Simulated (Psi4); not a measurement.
A dimer, BCl3 ··· H4OSi (SMILES ClB(Cl)Cl and O[SiH3]); the first 4 atoms form monomer A.

```
10

Cl    -0.9241    -1.4805     0.0029
B      0.0001     0.0000     0.0009
Cl    -0.8204     1.5404     0.0026
Cl     1.7444    -0.0600    -0.0064
Si    -0.7878     5.1869     2.4896
O     -1.2626     6.7674     2.5735
H     -1.2180     4.5690     3.7588
H      0.6840     5.0650     2.3427
H     -1.4227     4.4852     1.3463
H     -1.0700     7.3458     1.8321
```

Question: What interaction energy does SAPT0/jun-cc-pVDZ, frozen core in Psi4 1.11 give, and which attractive term is the largest?

Answer: Total -0.26 kcal/mol: electrostatics -0.23, exchange 0.54, induction -0.05, dispersion -0.52. The most attractive term is dispersion.
